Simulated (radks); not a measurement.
The chlorine anion Cl-, [Ar], held by a Watson sphere: a shell of charge +1 at radius R that stands for the Madelung well of a crystal (potential energy -1/R inside, -1/r outside, in hartree with lengths in bohr). All-electron calculation, non-relativistic Kohn-Sham, PBE, spin-polarised, spherical densities, point nucleus. Program: a radial shooting solver on a logarithmic mesh with Libxc functionals. Response by self-consistent Sternheimer equations with the Hartree and adiabatic LDA kernel. The sphere does not respond.

| R (bohr) | e(2p) (eV) | e(3s) (eV) | e(3p) (eV) | <r> 3p (bohr) | sum of <r^2> (bohr^2) | X-ray form factor at sin(theta)/lambda = 0.3 1/angstrom | alpha (bohr^3) |
|---|---|---|---|---|---|---|---|
| 1.87 | -189.69 | -21.015 | -9.251 | 1.854 | 32.10 | 9.590 | 16.84 |
| 2.15 | -189.56 | -20.442 | -8.829 | 1.889 | 33.24 | 9.556 | 18.52 |
| 2.53 | -189.30 | -19.704 | -8.212 | 1.930 | 34.60 | 9.537 | 21.06 |
| 3.5 | -188.29 | -18.116 | -6.715 | 1.998 | 37.11 | 9.536 | 28.02 |
| 3.73 | -188.03 | -17.801 | -6.403 | 2.008 | 37.53 | 9.537 | 29.63 |
| 4.19 | -187.54 | -17.234 | -5.837 | 2.025 | 38.21 | 9.539 | 32.67 |
| 4.29 | -187.44 | -17.121 | -5.723 | 2.027 | 38.34 | 9.540 | 33.30 |
| 4.45 | -187.28 | -16.947 | -5.548 | 2.032 | 38.53 | 9.540 | 34.28 |
